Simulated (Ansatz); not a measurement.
A made-up structure of BH$_{3}$Te, singlet:

```
5
angstrom
B -0.3135 -0.6006 0.4460
Te 1.4597 0.6728 -0.4247
H -1.5745 -0.3083 0.1335
H 0.0248 -1.6079 1.2524
H 0.4036 1.8440 -1.4071
```

It is relaxed with PBE-D4/def2-SVP and then PBE0-D4/def2-TZVP (Ansatz 0.2.0). Atoms count as bonded within 1.22 times the sum of their covalent radii (H–H: 0.88 Å). The end point is not checked to be a true minimum.

Question: Does its bonding change? (Judge from chemistry; the calculation decides.)

Answer: Computed: No: no bond forms or breaks.

Where it ends: The first stage lowers the energy by 0.77 eV in 5 steps. It ends as BH₃Te ([BH2][TeH]):
```xyz
5
angstrom
B -0.2802 -0.5362 0.3982
Te 1.3031 0.6005 -0.3791
H -1.4062 -0.2755 0.1193
H 0.0223 -1.4355 1.1181
H 0.3610 1.6468 -1.2565
```

Labels in which every atom is bracketed show which atoms are joined, not bond orders.

For scale, one of the runs: PBE0-D4/def2-TZVP relaxation, 99 basis functions, launched by `ansatz run in.yaml --threads 2 --pin off --events-out ev --progress --plain --max-ram 4352MiB`. The run took about 9 s on 2 CPU threads of an AMD EPYC 7R13 (shared host).
